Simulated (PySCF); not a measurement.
PySCF input for C4H4Cl2, SMILES C(/Cl)=C/C(=C)Cl, C-PCM-ωB97X/def2-SVP. The structure is a stationary point at ωB97X-D3(BJ)/def2-SVP. The structure was generated by enumeration; whether it is a known compound was not checked. The values are those of a single conformer.

```python
import numpy as np
from pyscf import gto, scf, dft
from pyscf.solvent import pcm

mol = gto.M(
    atom='''
    C    -2.44728027   -0.84810423   -0.44669573
    C    -1.20740703   -0.40145684   -0.20793936
    Cl   -1.00332200    1.11554785    0.61200407
    C    -0.01980563   -1.16402936   -0.62160654
    C     1.29472541   -0.93775102   -0.50992619
    Cl    2.08997217    0.41166737    0.20220312
    H    -3.32403943   -0.27653146   -0.13633450
    H    -2.59706345   -1.80081604   -0.96106240
    H    -0.27354570   -2.10475400   -1.12133698
    H     2.00020105   -1.67250830   -0.90578156
    ''',
    basis='def2-SVP',
    charge=0,
    spin=0,
    max_memory=1600,
    verbose=3,
)
mf = dft.RKS(mol, xc='wb97x').density_fit(auxbasis='def2-universal-jkfit')
mf.grids.level = 3
mf.conv_tol = 1e-9
mf.max_cycle = 100
mf.kernel()
res = {}
for name, eps in {'water': 78.355, 'dichloromethane': 8.93, 'benzene': 2.2706}.items():
    s = mf.PCM()
    s.with_solvent.method, s.with_solvent.eps, s.with_solvent.lebedev_order = 'C-PCM', eps, 29
    s.kernel(mf.make_rdm1())
    res[name] = (s.e_tot, eps, s.dip_moment(), s.mo_energy, s.converged)
    print(f'{name}: electrostatic solvation free energy {(s.e_tot - mf.e_tot) * 627.509474:.3f} kcal/mol')
```

It prints:

```
converged SCF energy = -1074.73551130624

WARN: PCM is an experimental feature. It is still in testing.
Features and APIs may be changed in the future.

converged SCF energy = -1074.74114966341
Dipole moment(X, Y, Z, Debye): -1.07418, -2.85162, -1.52533
water: electrostatic solvation free energy -3.538 kcal/mol

WARN: PCM is an experimental feature. It is still in testing.
Features and APIs may be changed in the future.

converged SCF energy = -1074.74047447966
Dipole moment(X, Y, Z, Debye): -1.01262, -2.74742, -1.46967
dichloromethane: electrostatic solvation free energy -3.114 kcal/mol

WARN: PCM is an experimental feature. It is still in testing.
Features and APIs may be changed in the future.

converged SCF energy = -1074.73843955561
Dipole moment(X, Y, Z, Debye): -0.84586, -2.44658, -1.30893
benzene: electrostatic solvation free energy -1.838 kcal/mol
```

Self-consistency was reached.

Cost: about 80 core-seconds (a rough figure).
